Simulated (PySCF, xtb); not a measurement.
C₄H₁₀O₂Zn₂, SMILES [CH3][Zn][O]CC[O][Zn][CH3].

GFN2-xTB (xtb) at its own geometry gives an orbital gap of 2.57 eV and a dipole moment of 4.98 D.

Geometry: B3LYP-D3(BJ)/def2-SVP. The values are those of a single conformer.

### Question
What does PBE/def2-SVP run with PySCF give? (Estimate from the structure and the level; the computed values follow.)

### Answer
gap 3.12 eV (levels -4.57 and -1.45 eV), dipole 4.69 D.
